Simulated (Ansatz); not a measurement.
Reactions of CH$_{4}$B$_{2}$ClF (`CB(F)BCl`).

Calculated with Ansatz (gas phase, PBE0-D4/def2-TZVP geometries, no zero-point term in ΔE). CBS: MP2 limit from def2 TZ/QZ plus the TZ coupled-cluster correction, frozen cores. This one scheme is used for every species, atoms too. DFT in def2-TZVPP. B3LYP here is the variant with VWN-RPA as its local correlation; programs differ in this. Open shells (•) are unrestricted, without spin–orbit coupling. Spin–orbit coupling would lower the free atoms: a little for B, C, Cl, F. Elements past krypton have def2 core potentials. Bonds to Se, Te are less sure, by a few kJ/mol each and by 10 to 20 or more in all where they break to atoms, as the def2 sets lack core-valence functions. Scalar relativity is left out up to krypton. One conformer a species, not always the lowest.

```csv
reaction,CCSD(T)/CBS(def2) (kJ/mol)
`CB(F)BCl` + `C=C(O)F` → `C=C(F)BCl` + `CB(O)F`,-246
`CB(F)BCl` + `N[SiH2]C=O` → `CN[SiH2]C=O` + `FBBCl`,97
`CB(F)BCl` + HCl → `ClBCl` + `CBF`,?
`CB(F)BCl` + `C1N[SiH2]S1` → `C[SiH]1NCS1` + `FBBCl`,3
`CB(F)BCl` + ethylene → `C=CBB(C)F` + HCl,?
`CB(F)BCl` → 2 B• + C• + Cl• + F• + 4 H•,3467
`CB(F)BCl` + H₂Te → `ClB[TeH]` + `CBF`,-92
`CB(F)BCl` → `FBBCl` + `[CH2]` (triplet),492
`CB(F)BCl` + H₂Se → `CB(F)[SeH]` + `BCl`,?
`CB(F)BCl` + CH₃SH → `CSBCl` + `CBF`,-118
```

**Question.** Fill in the missing values. (An estimate is asked.)

**Answer.** The calculation gave: `CB(F)BCl` + HCl → `ClBCl` + `CBF`: -115.3 kJ/mol; `CB(F)BCl` + ethylene → `C=CBB(C)F` + HCl: +71.1 kJ/mol; `CB(F)BCl` + H₂Se → `CB(F)[SeH]` + `BCl`: -96.5 kJ/mol.

Largest T1 diagnostic: 0.014, for `N[SiH2]C=O`.
